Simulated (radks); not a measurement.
Problem. Species: Tc V. Configuration: [Kr] 4d3 (the NIST ground configuration). Calculated with a radial shooting solver on a logarithmic mesh with Libxc functionals: scalar-relativistic Kohn-Sham, PBEsol, spin-polarised, spherical densities, finite nucleus; open shells are filled with parallel spins first (spin-orbit coupling, left out, can overturn this in heavy ions); Fermi nuclear charge, rms radius 4.4112 fm. Some entries of the table are withheld. Estimate them.

orbital  occ.  eigenvalue (Ry)  <1/r> (bohr^-1)  <r> (bohr)
1s down     1        -1536.319            44.68     0.03430
1s up       1        -1536.319            44.68     0.03430
2s up       1        -222.2294            10.08      0.1497
2s down     1        -222.1935            10.08      0.1497
2p up       3        -199.3019            9.790      0.1304
2p down     3        -199.2747            9.791      0.1304
3s up       1        -41.56036            3.479      0.4156
3s down     1        -41.53972            3.478      0.4156
3p up       3        -34.03750            3.312      0.4165
3p down     3        -34.01427            3.312      0.4164
3d up       5        -21.85957            3.083      0.3989
3d down     5        -21.82495            3.083      0.3987
4s up       1         -8.82868            1.307       1.045
4s down     1         -8.64951            1.315       1.041
4p up       3         -6.73196            1.176       1.143
4p down     3         -6.53957            1.183       1.139
4d up       3         -3.69343           0.9132         (1)
4d down     0         -3.48952           0.9134         (2)
5s up       0         -2.83123              (3)       2.415
5s down     0         -2.69137              (4)       2.447
5p up       0         -2.27638           0.4796       2.740
4f up       0         -1.38458           0.4313       2.821

Solution. 
(1) 4d up <r> (bohr): 1.434
(2) 4d down <r> (bohr): 1.439
(3) 5s up <1/r> (bohr^-1): 0.5462
(4) 5s down <1/r> (bohr^-1): 0.5358
